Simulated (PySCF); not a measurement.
# UHF on Al⁺ (aluminium, charge +1)

Configuration: [Ne] 3s2, closed-shell 1S. All numbers are calculated (PySCF 2.14, the spin-free X2C one-electron Hamiltonian (Gaussian nucleus), in dyall-av3z (19s12p3d2f, 84 functions)).

```json
{"Total energy": "-242.111640 hartree", "One-electron energy": "-333.4573 hartree", "Hartree (Coulomb) energy": "109.2921 hartree", "Exchange energy": "-17.9465 hartree", "⟨S²⟩": "0.0000", "⟨L²⟩": "0.000", "Sum of ⟨r⟩": "9.926 bohr", "Sum of ⟨r²⟩": "17.23 bohr²", "Langevin diamagnetic susceptibility": "-13.6 ×10⁻⁶ cm³/mol"}
```

```tsv
shell	electrons	mean orbital energy (eV)	rms radius, mean of both spins (bohr)
1s	2	-1603.6	0.139
2s	2	-142.46	0.675
2p	6	-95.806	0.674
3s	2	-17.781	2.60
```

Densities and radii are taken from the X2C orbitals without a picture-change correction, which distorts them close to the nucleus.
